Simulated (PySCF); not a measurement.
Excitation energy of Ar⁺ by level of theory

Ar⁺ [Ne] 3s2 3p5 (2P) → Ar⁺ [Ne] 3s1 3p6 (2S), as a difference of total energies. All numbers are calculated (PySCF 2.14, the non-relativistic Hamiltonian (point nucleus), in aug-cc-pV(T+d)Z with one added diffuse shell each of s, p, d, f type (7s6p5d3f, 71 functions)). Correlated levels: valence: [Ne] frozen. The calculations carry no spin-orbit coupling.

| method | excitation energy (cm⁻¹) |
| --- | --- |
| UHF | 149520 |
| LDA | 113800 |
| r2SCAN | 123920 |
| BHandHLYP | 132340 |
| MN15 | 116320 |
| r2SCANh | 126200 |
| B2PLYP | 124310 |
| MP2 (valence) | 126660 |
| SCS-MP2 (valence) | 124280 |

Q: Estimate what PBE0 gives.

A: 124550 cm⁻¹, closest to B2PLYP among the rows shown.

Q: Estimate what PBE gives.

A: 116200 cm⁻¹, closest to MN15 among the rows shown.

Errors of the correlated levels include the incompleteness of this basis and the frozen core.

For comparison: 108240 cm⁻¹ (measured; NIST levels, between the centres of gravity of the two terms).
